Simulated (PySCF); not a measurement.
# Dipole moment and polarisability of Si(vinyl)3(OtBu)

Species: Si(vinyl)3(OtBu), C₁₀H₁₈OSi.
Cartesian coordinates in Å at the PBE0-D3(BJ)/def2-SVP level; atoms count from 1:
```
atom  x, y, z in Å
Si1    0.153    0.528    0.697
C2     0.162    0.101    2.516
C3     0.694    0.865    3.477
H4    -0.307   -0.849    2.802
H5     1.177    1.824    3.253
H6     0.676    0.574    4.533
C7     1.892    0.802    0.050
C8     3.006    0.548    0.747
H9     2.013    1.225   -0.958
H10    2.966    0.136    1.762
H11    4.007    0.740    0.341
C12   -0.819    2.098    0.381
C13   -1.518    2.749    1.319
H14   -0.817    2.518   -0.634
H15   -1.562    2.391    2.353
H16   -2.075    3.668    1.100
O17   -0.591   -0.790   -0.005
C18   -0.664   -1.271   -1.338
C19    0.602   -2.068   -1.643
C20   -1.890   -2.177   -1.387
C21   -0.826   -0.117   -2.326
H22    0.558   -2.514   -2.648
H23    1.492   -1.423   -1.588
H24    0.722   -2.875   -0.906
H25   -1.789   -2.982   -0.644
H26   -2.011   -2.629   -2.382
H27   -2.795   -1.601   -1.145
H28    0.054    0.545   -2.313
H29   -1.716    0.480   -2.078
H30   -0.938   -0.496   -3.353
```

Level: B3LYP/def2-SVPD (PySCF), static field, nuclei fixed, core orbitals frozen in the response. The polarisability tensor in these axes (au):

```
x   152.05  -5.30   6.99
y    -5.30 142.22  15.10
z     6.99  15.10 157.74
```

Q: Diagonalise the tensor; give its mean and Δα, where Δα² is half the sum of the squared differences of the eigenvalues.

A: Principal values 129.95, 154.36 and 167.71 au; mean 150.67 au = 22.33 Å³ = 24.84 × 10⁻⁴⁰ C²·m²/J; Δα = 33.16 au (22 % of the mean).

Q: What is the dipole moment, and where does it point?

A: (0.43, 0.33, -0.66) D, 0.85 D in size, pointing from the negative to the positive side. Measured along this direction, the outermost atoms are H6 at the negative end and H9 at the positive end.

Q: In TDDFT the mean static polarisability is Σ f/ω² over all singlet excitations (ω in hartree). How much of it do the 10 lowest give? Their energies (eV) and oscillator strengths: 5.40, 0.0000; 5.72, 0.0595; 5.78, 0.0060; 5.85, 0.0258; 5.93, 0.0021; 6.02, 0.0023; 6.09, 0.1462; 6.42, 0.0071; 6.45, 0.0008; 6.53, 0.0146.

A: They add up to 5.45 au, 3.6 % of the 150.67 au; the largest single term is 2.92 au, from the state at 6.09 eV. Terms in order: 0.00, 1.35, 0.13, 0.56, 0.05, 0.05, 2.92, 0.13, 0.01, 0.25 au. Higher excitations give the rest. The strengths listed sum to 0.264.

Q: Rayleigh depolarisation ratio (linearly polarised light, static tensor)?

A: ρ = 3Δα²/(45ᾱ² + 4Δα²) = 3298.7/(1021587 + 4398.3) = 0.00322.

Q: Give the principal axes and the span of the nuclei along them.

A: Largest value along (0.23, 0.46, 0.86), where the nuclei span 8.02 Å; middle along (0.91, -0.42, -0.02), 6.76 Å; least along (0.35, 0.78, -0.51), 4.79 Å. The response follows the extents in order.

The structure is a single PBE0-D3(BJ)/def2-SVP conformer in the gas phase; no vibrational or solvent corrections.
